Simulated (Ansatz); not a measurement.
Ti4Al⁺. Charge 1, multiplicity 1. Geometry B3LYP-D4/def2-SVP; atoms count from 1.

Cartesian coordinates in Å:
```
Ti -1.295 0.026 0.632
Ti 1.108 0.922 0.385
Ti 0.393 -1.034 -1.001
Ti 0.333 -1.236 1.574
Al -0.539 1.323 -1.590
```

The restricted singlet is unstable towards broken spin symmetry in Hartree–Fock (as tested in another run); at PBE0-D4/def2-TZVP this wasn't settled. No other spin state of charge 1 was run. The structure comes from a short search, and lower isomers may exist.

Question: Estimate the Mulliken populations from the PBE0/def2-TZVP orbitals of Ansatz.

Answer: 
| atom | charge (e) | d electrons |
| --- | --- | --- |
| Ti1 | 0.29 | 2.74 |
| Ti2 | 0.20 | 2.67 |
| Ti3 | 0.20 | 2.67 |
| Ti4 | 0.22 | 2.74 |
| Al5 | 0.09 | – |
Mulliken values and Mayer orders depend strongly on the basis.

Question: And the Mayer bond orders between bonded heavy atoms (over 0.3)?

Answer: Ti1–Ti2 1.14 (2.58 Å); Ti1–Ti3 1.14 (2.58 Å); Ti1–Ti4 1.94 (2.26 Å); Ti1–Al5 0.67 (2.68 Å); Ti2–Ti3 1.48 (2.50 Å); Ti2–Ti4 1.30 (2.58 Å); Ti2–Al5 0.84 (2.60 Å); Ti3–Ti4 1.30 (2.58 Å); Ti3–Al5 0.85 (2.60 Å).
